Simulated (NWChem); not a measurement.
System: Ag₂; SMILES [Ag][Ag]

Program: NWChem. All runs use the structure optimised with PBE0/def2-SVP. def2 effective core potentials on Ag; no spin-orbit coupling. Static field.

For level BHandHLYP/def2-SVPD:

| Quantity | Value |
|---|---|
| isotropic polarisability (bohr³) | 95.9 |
| anisotropy (bohr³) | 67.5 |

How do the values read with level CAM-B3LYP/def2-SVPD instead?


- isotropic polarisability (bohr³): 91.5
- anisotropy (bohr³): 65.8
